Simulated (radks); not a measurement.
Problem. The holmium ion Ho6+ is in [Xe] 4f(5/2: 6, 7/2: 1). Calculated with a radial shooting solver on a logarithmic mesh with Libxc functionals: Dirac Kohn-Sham, relativistic LDA (MacDonald-Vosko exchange, VWN5 correlation), spin-unpolarised, spherical densities, finite nucleus; Fermi nuclear charge, rms radius of each element as measured or else 0.836 A^(1/3) + 0.57 fm. Sub-shells are occupied by j as written (lower j first in brackets). One electron is removed from 5p1/2, 4f7/2, 4f5/2, 5p3/2 in turn, with full relaxation. Which removal costs least, and what does each cost?

Solution. 5p3/2 111.90 eV; 4f7/2 116.18 eV; 4f5/2 117.52 eV; 5p1/2 119.51 eV. The 5p3/2 electron leaves first.
